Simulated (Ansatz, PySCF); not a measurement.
Gas-phase reaction (SMILES): N[Si](N)(N)F → N[Si](N)N + F atom; the F-Si bond at the site shown breaks (other sites are not compared here).

Structures are relaxed separately at B3LYP-D3(BJ)/def2-TZVP in Ansatz (a program for electronic structure), one conformer each, not searched for the lowest. Correlated levels leave the core frozen unless marked. Open shells are spin-unrestricted. No spin-orbit coupling. Non-relativistic. Basis-set limits of correlation are two-point, X^-3; Hartree-Fock from the larger set. The bracket is a focal-point correction in the basis named. Thermal terms are rigid-rotor harmonic-oscillator values from B3LYP-D3(BJ) frequencies (Ansatz or PySCF) at 298.15 K and 1 atm. 1 Eh = 627.5095 kcal/mol. Atoms have translation alone.

| species | E, RI-MP2/CBS(cc-pV(T+d)Z,cc-pV(Q+d)Z)+[CCSD(T)-MP2]/cc-pV(T+d)Z (Ansatz) (Eh) | E, wB97M-V/def2-TZVPD (Ansatz) (Eh) | H - E (Eh) |
|---|---|---|---|
| N[Si](N)(N)F | -556.77385 | -557.41513 | 0.09094 |
| N[Si](N)N | -456.83824 | -457.40269 | 0.08558 |
| F atom | -99.66587 | -99.74647 | 0.00236 |

Q: Work out ΔE and ΔH at 298.15 K at the first level, then ΔH at the second.

A: 
1. ΔE = [(-456.83824) + (-99.66587)] - [(-556.77385)] = 0.26974 Eh = 169.3 kcal/mol at RI-MP2/CBS(cc-pV(T+d)Z,cc-pV(Q+d)Z)+[CCSD(T)-MP2]/cc-pV(T+d)Z.
2. The terms H - E add up to -0.00300 Eh, so ΔH = (0.26974 + (-0.00300))×627.5095 = 167.4 kcal/mol.
3. At wB97M-V/def2-TZVPD the same steps give ΔE = 166.9 and ΔH = 165.0 kcal/mol, a shift of -2.4 from the first level.
4. These values are not checked against measurement here, since the tables used lack a sound gas-phase enthalpy of formation for at least one species.
